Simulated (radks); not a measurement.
Values are calculated unless marked as measured or tabulated.
Problem. These are the eigenvalues of the occupied orbitals of an atom or ion with whole-number occupations (eV). Code: a radial shooting solver on a logarithmic mesh with Libxc functionals. Model: Dirac Kohn-Sham, PBE, spin-unpolarised, spherical densities, point nucleus.

| orbital | eigenvalue |
|---|---|
| 1s1/2 | -90833.40 |
| 2s1/2 | -22752.57 |

Which element is it, and in what charge state? The configuration may be excited. Open shells, if any, are shared by 2j + 1.

Solution. Z = 79, gold, charge +76: Au76+ in [He] 2s1. The 1s level, -3338.1 hartree, gives Z - s = 81.7 by -(Z - s)^2/2, which with screening and relativity narrows Z to a few neighbours, and the depths must fix Z and the occupations together.
